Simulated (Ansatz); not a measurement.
Start from `C=CB(N)[SiH3]` and change one atom or group to get `C=CB(C)[SiH3]`.

Ansatz, PBE0-D4/def2-TZVP geometries, multiplicity 1. Each molecule was computed in one conformer, which needn't be the lowest.

```tsv
property	`C=CB(N)[SiH3]`
LUMO energy (ωB97M-V/def2-TZVPP) / eV	1.04
HOMO–LUMO gap (PBE0/def2-TZVPP) / eV	6.47
size of the dipole moment (PBE/def2-TZVPP) / D	2.31
LUMO energy (B3LYP/def2-TZVPP) / eV	-1.16
HOMO energy (B3LYP/def2-TZVPP) / eV	-7.24
HOMO energy (PBE/def2-TZVPP) / eV	-6.33
```

Q: Give the same properties after the change, and the shifts. (Best estimate.)

A: Computed: 
```csv
property,`C=CB(C)[SiH3]`,shift
LUMO energy (ωB97M-V/def2-TZVPP) / eV,-0.08,-1.12
HOMO–LUMO gap (PBE0/def2-TZVPP) / eV,5.53,-0.94
size of the dipole moment (PBE/def2-TZVPP) / D,1.78,-0.53
LUMO energy (B3LYP/def2-TZVPP) / eV,-2.24,-1.08
HOMO energy (B3LYP/def2-TZVPP) / eV,-7.41,-0.17
HOMO energy (PBE/def2-TZVPP) / eV,-6.43,-0.10
```

With PBE0 the HOMO falls by 0.15 eV and the LUMO falls by 1.10 eV, so the gap narrows by about 0.95 eV. PBE moves the HOMO by -0.10 eV and ωB97M-V by -0.13 eV. Dipoles are sizes alone; their direction can turn.

B3LYP here is the variant with VWN-RPA as its local correlation; programs differ in this.
